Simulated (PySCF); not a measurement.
A GIAO shielding run with PySCF 2.14.0 with density-fitted response routines (density fitting, non-relativistic, gas phase) on SMILES [H]/N=C\CC(=O)[Si@@H](N)[SiH3], C$_{3}$H$_{10}$N$_{2}$OSi$_{2}$:

```
$ OMP_NUM_THREADS=1 python probes_run.py task.json out

{"job": {"kind": "nmr", "xc": "PBE0", "basis": "pcSseg-1"}, "charge": 0, "multiplicity": 1}
N      2.571150     1.014692     0.433701
C      2.352425    -0.081816    -0.130456
C      1.434201    -0.360752    -1.284034
C      0.225461    -1.080515    -0.704685
O      0.273864    -2.255568    -0.420461
Si    -1.335745    -0.034691    -0.321235
N     -2.529493    -1.259226    -0.173658
Si    -0.981292     1.318038     1.527174
H      2.083017     1.817284     0.037396
H      2.856669    -0.952035     0.279287
H      1.124020     0.564141    -1.772490
H      1.937696    -1.021485    -1.990791
H     -1.614043     0.697950    -1.572236
H     -2.224211    -2.212745    -0.057504
H     -3.414509    -1.101897     0.276229
H     -0.143326     0.704202     2.558557
H     -0.359739     2.591346     1.150630
H     -2.264905     1.659396     2.152920
```

Hardware: 1 thread of an Arm Neoverse N1, shared host. The job also computes population analyses, field gradients.

**Question.** How large is the calculation?

**Answer.** 78 electrons, 200 basis functions and 1076 auxiliary functions.

**Question.** How long does it take, and how much memory does it need?

**Answer.** 59 s of wall time, with 15 SCF cycles and 6 response iterations; peak memory 0.9 GiB. Times on a shared host scatter by some tens of per cent.
